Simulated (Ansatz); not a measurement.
`[OH][GeH2][GeH3]` + `FCCl` → `[F][GeH3]` + `[OH][GeH2][CH2]Cl` at 700 K and 1 bar (formal exchange of groups at a Ge–Ge bond).

Calculated with Ansatz (gas phase, PBE0-D4/def2-TZVP geometries, no zero-point term in ΔE). CBS: MP2 limit from def2 TZ/QZ plus the TZ coupled-cluster correction, frozen cores. This one scheme is used for every species. For Ge outer-core shells are correlated without core-valence functions, which leaves a few kJ/mol of doubt a bond. Scalar relativity is left out up to krypton. Each species was taken in one conformer, which may not be the lowest.

```json
{"species": "`[OH][GeH2][GeH3]`", "CCSD(T)/CBS energy (Eh)": "-4231.02019", "H − E (kJ/mol)": "211.5", "S (J/(mol·K))": "458.9"}
{"species": "`FCCl`", "CCSD(T)/CBS energy (Eh)": "-598.81139", "H − E (kJ/mol)": "117.8", "S (J/(mol·K))": "315.0"}
{"species": "`[F][GeH3]`", "CCSD(T)/CBS energy (Eh)": "-2177.72589", "H − E (kJ/mol)": "105.3", "S (J/(mol·K))": "308.2"}
{"species": "`[OH][GeH2][CH2]Cl`", "CCSD(T)/CBS energy (Eh)": "-2652.14349", "H − E (kJ/mol)": "222.4", "S (J/(mol·K))": "445.4"}
```

H − E and S are ideal-gas, rigid-rotor, harmonic terms from PBE0-D4/def2-TZVP, for one conformer and one mirror image of each species. 1 Eh = 2625.50 kJ/mol, R = 8.31446 J/(mol·K).

Q: By hand: ΔE, ΔH, ΔS and ΔG.

A: ΔE = (-2177.72589) + (-2652.14349) − (-4231.02019) − (-598.81139) = -0.03780 Eh = -99.2 kJ/mol. Δ(H − E) = 105.3 + 222.4 − 211.5 − 117.8 = -1.6, so ΔH = -100.8 kJ/mol. ΔS = 308.2 + 445.4 − 458.9 − 315.0 = -20.3 J/(mol·K). ΔG = -100.8 − 700 × (-20.3)/1000 = -86.6 kJ/mol.

Q: By hand: the equilibrium constant, and the temperature at which ΔG would vanish if ΔH and ΔS stayed fixed.

A: log₁₀ K = −ΔG/(RT ln 10) = 6.5. ΔG = 0 at ΔH/ΔS = 4966 K, far beyond where these terms or the molecules hold.

ΔH outweighs TΔS. A doubt of 5 kJ/mol in ΔE shifts log₁₀ K by 0.4 here. Other conformers and mirror images would add mixing entropy, several J/(mol·K) or more a flexible species. These are equilibria of isolated gas molecules and say nothing of rates. Largest T1 diagnostic: 0.012 (customary marks: 0.02 for closed shells, 0.045 for open ones).
